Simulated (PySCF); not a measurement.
Compound: C₅H₁₅NSi₂.
InChI=1S/C5H15NSi2/c1-3-4-5-8-6-7-2/h4-6H,3,7-8H2,1-2H3/b5-4-

Computed with TDDFT CAM-B3LYP/def2-SVPD, vertical, gas phase, core orbitals frozen in the response (PySCF 2.14.0, density-fitted response routines). Geometry: PBE0-D3(BJ)/def2-SVP, one conformer, isolated molecule. Torsions of this conformer, `[CH3:1][CH2:2]/[CH:3]=[CH:4]\[SiH2:5][NH:6][SiH2:7][CH3:8]`: C1–C2–C3–C4 -122°, C3–C4–Si5–N6 145°, C4–Si5–N6–Si7 117°, Si5–N6–Si7–C8 -110°.

Each state is given a Gaussian of 0.5 eV full width at half maximum, with ε(max) = 2.175×10⁸ f / Δν̃ (Δν̃ the width in cm⁻¹). The cross-section is σ = 3.8235×10⁻²¹ ε cm², given in Mb (10⁻¹⁸ cm²). The width is an assumption, not a result. The curve ends short of the highest state used, and states not computed would add to its high-energy end.

| E (eV) | σ (Mb) |
| --- | --- |
| 5.31 | 0.01 |
| 5.34 | 0.02 |
| 5.38 | 0.03 |
| 5.41 | 0.05 |
| 5.45 | 0.08 |
| 5.49 | 0.14 |
| 5.52 | 0.21 |
| 5.56 | 0.32 |
| 5.59 | 0.45 |
| 5.63 | 0.67 |
| 5.66 | 0.88 |
| 5.70 | 1.22 |
| 5.74 | 1.65 |
| 5.77 | 2.03 |
| 5.81 | 2.58 |
| 5.84 | 3.03 |
| 5.88 | 3.66 |
| 5.91 | 4.15 |
| 5.95 | 4.81 |
| 5.99 | 5.49 |
| 6.02 | 6.06 |
| 6.06 | 6.96 |
| 6.09 | 7.83 |
| 6.13 | 9.40 |
| 6.17 | 11.70 |
| 6.20 | 14.08 |
| 6.24 | 18.35 |
| 6.27 | 22.54 |
| 6.31 | 29.60 |
| 6.34 | 36.01 |
| 6.38 | 45.99 |
| 6.42 | 57.27 |
| 6.45 | 66.25 |
| 6.49 | 78.28 |
| 6.52 | 86.85 |
| 6.56 | 96.87 |
| 6.60 | 104.43 |
| 6.63 | 108.03 |
| 6.67 | 109.66 |
| 6.70 | 108.43 |
| 6.74 | 103.67 |
| 6.77 | 98.05 |
| 6.81 | 88.44 |
| 6.85 | 77.29 |
| 6.88 | 68.53 |
| 6.92 | 57.06 |
| 6.95 | 49.06 |
| 6.99 | 39.66 |
| 7.02 | 33.78 |
| 7.06 | 27.63 |
| 7.10 | 23.40 |
| 7.13 | 21.38 |
| 7.17 | 20.02 |
| 7.20 | 19.84 |
| 7.24 | 20.43 |
| 7.28 | 21.67 |

Question: Where are the band maxima, and which computed states make them?

Answer: 186 nm (6.67 eV), ε about 29000, made up of S3 (98%) (ε in L mol⁻¹ cm⁻¹; maxima over ε = 5, shares over 10%). At its high-energy end, 7.28 eV, the curve is still rising (ε about 5700, from S4, S6 and S7). The states used: S1 6.06 eV (f 0.024); S2 6.50 eV (f 0.0086); S3 6.67 eV (f 0.523); S4 7.15 eV (f 0.020); S5 7.23 eV (f 0.0024); S6 7.40 eV (f 0.032); S7 7.51 eV (f 0.076); S8 7.55 eV (f 0.012); S9 7.66 eV (f 0.011); S10 7.88 eV (f 0.0066).

Question: On this curve, what absorbance would a 10⁻⁴ mol/L sample give at 222 nm over a 1 cm path?

Answer: 222 nm is 5.585 eV, where ε is about 110 L mol⁻¹ cm⁻¹, so A = ε c l ≈ 0.011 (Beer–Lambert, with the gas-phase spectrum and the assumed width).

Question: What would ε be at 6.67 eV, the highest of these maxima, with half the width (0.25 eV)?

Answer: About 56700 L mol⁻¹ cm⁻¹ against 28700, a factor of about 1.98; a lone state at its own centre would give exactly 2.

Question: Coming from long wavelengths, where does ε first pass 100 L mol⁻¹ cm⁻¹?

Answer: At about 222 nm (5.58 eV), 0.48 eV below S1.

All these states lie below the vertical ionisation energy of 9.00 eV (ΔSCF).

On AMD EPYC 9R45, one thread, shared host, this took 3.1 min wall and 1.6 GiB of memory at its peak.
